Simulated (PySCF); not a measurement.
C3F5, SMILES FC(F)(F)[C]=C(F)F, multiplicity 2. Geometry: PBE-D3(BJ)/def2-SVP. The isomer is the one that the SMILES or the coordinates give; other isomers of the formula were not compared.

Computed equilibrium geometry at PBE-D3(BJ)/def2-SVP (PySCF confirms it by a frequency run) as a Z-matrix, and its point group:
point group Cs.
```
C
C 1 1.3253
F 2 1.3199 1 123.96
F 2 1.3248 3 110.77 1 180.00
C 1 1.4720 2 140.35 3 180.00
F 5 1.3512 1 111.87 2 -119.78
F 5 1.3512 6 107.31 1 123.07
F 5 1.3599 6 107.75 7 115.79
```
Charge 0, spin multiplicity 2.
